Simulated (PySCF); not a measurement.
# First hyperpolarisability: `COC(=O)[C@H](C)OC`, C₅H₁₀O₃

Molfile (atoms numbered from 1):
```
C5H10O3
     RDKit          3D

 18 17  0  0  0  0  0  0  0  0999 V2000
    2.7810    0.4758    0.7335 C   0  0  0  0  0  0  0  0  0  0  0  0
    1.4171    0.1304    0.9039 O   0  0  0  0  0  0  0  0  0  0  0  0
    0.6704    0.1289   -0.2072 C   0  0  0  0  0  0  0  0  0  0  0  0
    1.0946    0.4098   -1.2949 O   0  0  0  0  0  0  0  0  0  0  0  0
   -0.7665   -0.2738    0.1125 C   0  0  2  0  0  0  0  0  0  0  0  0
   -0.8225   -1.7006    0.6314 C   0  0  0  0  0  0  0  0  0  0  0  0
   -1.5863   -0.1848   -1.0049 O   0  0  0  0  0  0  0  0  0  0  0  0
   -1.8883    1.1176   -1.4181 C   0  0  0  0  0  0  0  0  0  0  0  0
    3.2403    0.4212    1.7273 H   0  0  0  0  0  0  0  0  0  0  0  0
    3.2791   -0.2225    0.0449 H   0  0  0  0  0  0  0  0  0  0  0  0
    2.8789    1.4923    0.3244 H   0  0  0  0  0  0  0  0  0  0  0  0
   -1.1099    0.4165    0.9135 H   0  0  0  0  0  0  0  0  0  0  0  0
   -0.4913   -2.3937   -0.1557 H   0  0  0  0  0  0  0  0  0  0  0  0
   -0.1796   -1.8205    1.5129 H   0  0  0  0  0  0  0  0  0  0  0  0
   -1.8582   -1.9514    0.8983 H   0  0  0  0  0  0  0  0  0  0  0  0
   -2.3839    1.6934   -0.6112 H   0  0  0  0  0  0  0  0  0  0  0  0
   -2.5836    1.0384   -2.2649 H   0  0  0  0  0  0  0  0  0  0  0  0
   -0.9920    1.6676   -1.7509 H   0  0  0  0  0  0  0  0  0  0  0  0
  1  2  1  0
  2  3  1  0
  3  4  2  0
  3  5  1  0
  5  6  1  0
  5  7  1  0
  7  8  1  0
  1  9  1  0
  1 10  1  0
  1 11  1  0
  5 12  1  1
  6 13  1  0
  6 14  1  0
  6 15  1  0
  8 16  1  0
  8 17  1  0
  8 18  1  0
M  END
```

Level of theory: quadratic response CAM-B3LYP/aug-cc-pVDZ first hyperpolarisability, Taylor convention, gas phase (PySCF). Geometry: PBE0-D3(BJ)/def2-SVP.

Question: Give β for the processes computed.

Answer: In 10⁻³⁰ esu, Taylor convention; the vector part is βᵢ = ⅓ Σⱼ (βᵢⱼⱼ + βⱼᵢⱼ + βⱼⱼᵢ); β∥ is 3/5 of the vector part along the dipole, the dipole points from − to +:
| process | λ (nm) | β vector norm | β∥ | β HRS | depolarisation ratio |
| --- | --- | --- | --- | --- | --- |
| static β(0;0,0) | ∞ | 0.76 | -0.35 | 0.31 | 5.43 |
| second harmonic β(−2ω;ω,ω) | 1907 | 0.79 | -0.36 | 0.32 | 5.44 |
| Pockels β(−ω;ω,0) | 1907 | 0.77 | -0.35 | – | – |
| second harmonic β(−2ω;ω,ω) | 1064 | 0.85 | -0.39 | 0.34 | 5.45 |
| Pockels β(−ω;ω,0) | 1064 | 0.79 | -0.36 | – | – |

Question: Which lowest excitations, dipole and polarisabilities go with it?

Answer: S1 5.78 eV (f = 0.002); S2 6.75 eV (f = 0.020); S3 7.14 eV (f = 0.001); dipole 2.43 D; isotropic α 74.9 au static, 75.0 au at 1907 nm, 75.4 au at 1064 nm, 75.5 au at 953.5 nm, 76.9 au at 532 nm.
